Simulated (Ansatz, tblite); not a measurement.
Cost and result up the ladder for the cluster Li4H5⁻ (9 atoms). Total charge -1; singlet. Geometry: PBE0-D4/def2-TZVPD.

```xyz
9

Li    1.655   -0.433    0.442
Li   -0.610   -1.316    1.006
Li    0.605    1.396   -0.895
Li   -1.658    0.509   -0.335
H    -0.021    0.448    0.626
H    -2.263   -1.046    0.350
H     1.056   -1.982    1.137
H     2.277    0.743   -0.771
H    -1.041    1.680   -1.561
```

Ansatz on 4 threads of Arm Neoverse V2 on a shared host; xTB runs through tblite on one thread. Times are rough, summed over both states, and most runs start from the orbitals of an earlier one. PBE0-D4/def2-TZVPD serves as the yardstick here, not as an exact answer. The other state is a doublet.

The xTB rows come from tblite. The structure comes from a short search, and lower isomers may exist.

Raw xTB energies of ions are shifted by several eV.

| level | functions | wall time | vertical IE (eV) | difference from PBE0-D4/def2-TZVPD (eV) |
| --- | --- | --- | --- | --- |
| GFN2-xTB | 21 | 0.004 s | 7.36 | 3.81 |
| GFN1-xTB | 26 | 0.006 s | 9.47 | 5.92 |
| PBE-D4/def2-TZVPD (with forces) | 113 | 2.2 s | 3.18 | -0.37 |
| PBE0-D4/def2-TZVPD | 113 | 2.8 s | 3.55 | 0.00 |
| r2SCAN-D4/def2-TZVPD | 113 | 4.3 s | 3.23 | -0.32 |
